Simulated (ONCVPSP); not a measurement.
## holmium (Ho): ONCV pseudisation with PBE, scalar-relativistic reference atom.

* Element: Ho (Z = 67)
* Generator: ONCVPSP 4.0.1
* Type: optimised norm-conserving Vanderbilt (ONCV)
* Functional: PBE
* Relativity: scalar-relativistic
* Frozen core: [Kr] 4d10
* Valence charge: 21
* Reference configuration: 4f11 5s2 5p6 6s2
* Partial waves: 5s+6s: rc 1.64 bohr, ncon 4, nbas 7, qcut 6.4 1/bohr, 2 projectors; 5p: rc 1.12 bohr, ncon 4, nbas 7, qcut 6 1/bohr, 1 projector; d scattering state at 0.44 Ha: rc 1.76 bohr, ncon 3, nbas 6, qcut 4.7 1/bohr, 1 projector; 4f: rc 0.76 bohr, ncon 4, nbas 8, qcut 22.1 1/bohr, 2 projectors, debl 0.8 Ha
* Local potential: polynomial inside 0.62 bohr (lpopt 5, dvloc0 0 Ha)
* Core correction: Teter function, fcfact 3, rcfact 1.25

In the d channel the program set the typed energies aside and used 0.050 Ha.

Poles of the logarithmic derivatives, all-electron (AE) and pseudo (PS). s: poles at -0.7 (AE) and -0.7 (PS) Ha. p: poles at no energy (AE) and 5.0 (PS) Ha. d: poles at 2.4 (AE) and -2.9, 2.4 (PS) Ha. f: poles at 4.6 (AE) and 4.6 (PS) Ha. Test radii: s 1.67, p 1.14, d 1.78, f 0.77 bohr.

- Cutoffs needed: 208 Ha and 280 Ha (the cutoffs (Ha) at which the residual kinetic energy of the hardest occupied pseudo-wave falls to 1 and 0.1 mHa per electron)
- Ghost test: ghosts flagged at negative energy: s at -983.7 eV, p at -446.2 eV, d at -78.5 eV; GHOST(+) flagged for s at 176.2 eV; a true bound ghost makes a file unfit for plane-wave use
- Configuration tests: tests left out (the all-electron energies of this program are off by 10 to 40 meV for near-neutral 4f atoms)
- rms error of d²Exc/dni dnj: 5.69 mHa without and 3.52 mHa with the model core
